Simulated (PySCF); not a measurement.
C2H6OSi.
Bonds: C1–C2 (double), C2–O3, O3–Si4. Hydrogens: H5, H6 on C1; H7 on C2; H8, H9, H10 on Si4.

The same species was optimised twice, with GFN2-xTB and with PBE0-D3(BJ)/def2-SVP (PySCF), and the same property calculations (PySCF, gas phase) were run on both structures.

| coordinate | GFN2-xTB | PBE0-D3(BJ)/def2-SVP | change |
| --- | --- | --- | --- |
| O3–Si4 (Å) | 1.629 | 1.682 | +0.053 |
| Si4–H8 (Å) | 1.454 | 1.485 | +0.031 |
| Si4–H10 (Å) | 1.464 | 1.493 | +0.029 |
| Si4–H9 (Å) | 1.465 | 1.493 | +0.028 |
| C1–H6 (Å) | 1.076 | 1.094 | +0.018 |
| C1–H5 (Å) | 1.073 | 1.090 | +0.017 |
| C1=C2 (Å) | 1.321 | 1.336 | +0.015 |
| C2–H7 (Å) | 1.085 | 1.096 | +0.011 |
| C2–O3 (Å) | 1.342 | 1.347 | +0.005 |
| C2–O3–Si4 (°) | 133.2 | 126.7 | -6.5 |
| O3–Si4–H8 (°) | 98.8 | 105.2 | +6.4 |
| H8–Si4–H10 (°) | 113.3 | 110.5 | -2.8 |
| H8–Si4–H9 (°) | 113.4 | 110.7 | -2.7 |
| C2–C1–H5 (°) | 120.9 | 119.6 | -1.3 |
| C2–C1–H6 (°) | 121.4 | 122.7 | +1.3 |
| O3–Si4–H9 (°) | 111.0 | 110.3 | -0.7 |
| H9–Si4–H10 (°) | 109.0 | 109.5 | +0.5 |
| C1–C2–O3–Si4 (°) | 0 | -2 | -2 |

Rotational constants: A = 16901, B = 3652, C = 3109 MHz (GFN2-xTB) against A = 15267, B = 3762, C = 3131 MHz (PBE0-D3(BJ)/def2-SVP). Atoms that the bonding makes alike are paired by their places after alignment.

On the GFN2-xTB structure: lowest singlet, TDDFT (eV) 6.57 [wB97X-D/def2-SVPD]; lowest triplet, Tamm–Dancoff (eV) 4.57 [wB97X-D/def2-SVPD]; isotropic polarisability (au) 54.6 [wB97X-D/def2-SVPD]; HOMO (eV) -8.94 [wB97X-D/def2-SVPD]; LUMO (eV) 1.95 [wB97X-D/def2-SVPD]; dipole (D) 0.47 [wB97X-D/def2-SVPD]; HOMO (eV) -7.04 [PBE0/pcSseg-1]; LUMO (eV) 0.38 [PBE0/pcSseg-1]; dipole (D) 0.53 [PBE0/pcSseg-1]; GIAO shielding of C1 (ppm) 92.6 [PBE0/pcSseg-1]; GIAO shielding of C2 (ppm) 29.8 [PBE0/pcSseg-1]; GIAO shielding of O3 (ppm) 238.4 [PBE0/pcSseg-1]; GIAO shielding of Si4 (ppm) 393.8 [PBE0/pcSseg-1]; C1s of C1 (eV) 290.01 [delta-SCF UKS SCAN, pcX-2 on the ionised atom, pcseg-1 elsewhere, spin-free X2C]; C1s of C2 (eV) 292.31 [delta-SCF UKS SCAN, pcX-2 on the ionised atom, pcseg-1 elsewhere, spin-free X2C]; O1s of O3 (eV) 538.69 [delta-SCF UKS SCAN, pcX-2 on the ionised atom, pcseg-1 elsewhere, spin-free X2C]; Si1s of Si4 (eV) 1847.40 [delta-SCF UKS SCAN, pcX-2 on the ionised atom, pcseg-1 elsewhere, spin-free X2C]; Si2p of Si4 (eV) 107.78 [delta-SCF UKS SCAN, pcX-2 on the ionised atom, pcseg-1 elsewhere, spin-free X2C].

Question: What do these properties become on the PBE0-D3(BJ)/def2-SVP structure?

Answer: 
```tsv
property	level	on GFN2-xTB	on PBE0-D3(BJ)/def2-SVP	change
lowest singlet, TDDFT (eV)	wB97X-D/def2-SVPD	6.57	6.50	-0.07
lowest triplet, Tamm–Dancoff (eV)	wB97X-D/def2-SVPD	4.57	4.45	-0.12
isotropic polarisability (au)	wB97X-D/def2-SVPD	54.6	56.1	+1.5
HOMO (eV)	wB97X-D/def2-SVPD	-8.94	-8.89	+0.05
LUMO (eV)	wB97X-D/def2-SVPD	1.95	1.90	-0.05
dipole (D)	wB97X-D/def2-SVPD	0.47	0.54	+0.07
energy, GFN2-xTB geometry as zero (kcal/mol)	wB97X-D/def2-SVPD	0.0	-3.0	-3.0
HOMO (eV)	PBE0/pcSseg-1	-7.04	-6.99	+0.05
LUMO (eV)	PBE0/pcSseg-1	0.38	0.36	-0.02
dipole (D)	PBE0/pcSseg-1	0.53	0.59	+0.06
energy, GFN2-xTB geometry as zero (kcal/mol)	PBE0/pcSseg-1	0.0	-2.4	-2.4
GIAO shielding of C1 (ppm)	PBE0/pcSseg-1	92.6	90.1	-2.5
GIAO shielding of C2 (ppm)	PBE0/pcSseg-1	29.8	25.7	-4.1
GIAO shielding of O3 (ppm)	PBE0/pcSseg-1	238.4	229.1	-9.3
GIAO shielding of Si4 (ppm)	PBE0/pcSseg-1	393.8	388.8	-5.0
C1s of C1 (eV)	delta-SCF UKS SCAN, pcX-2 on the ionised atom, pcseg-1 elsewhere, spin-free X2C	290.01	290.09	+0.08
C1s of C2 (eV)	delta-SCF UKS SCAN, pcX-2 on the ionised atom, pcseg-1 elsewhere, spin-free X2C	292.31	292.33	+0.02
O1s of O3 (eV)	delta-SCF UKS SCAN, pcX-2 on the ionised atom, pcseg-1 elsewhere, spin-free X2C	538.69	538.69	0.00
Si1s of Si4 (eV)	delta-SCF UKS SCAN, pcX-2 on the ionised atom, pcseg-1 elsewhere, spin-free X2C	1847.40	1847.66	+0.26
Si2p of Si4 (eV)	delta-SCF UKS SCAN, pcX-2 on the ionised atom, pcseg-1 elsewhere, spin-free X2C	107.78	107.99	+0.21
```

The heavy atoms differ by 0.053 Å rms after alignment. Among all bonds O3–Si4 changes most (+0.053 Å). Changes are differences of the printed values. Neither structure is proved a minimum here.

The values belong to the conformer `[CH2:1]=[CH:2][O:3][SiH3:4]`: C1–C2–O3–Si4 -2°.

The pairwise dispersion term of wB97X-D wasn't added to the energies; at a given geometry it leaves orbitals and properties as they are.
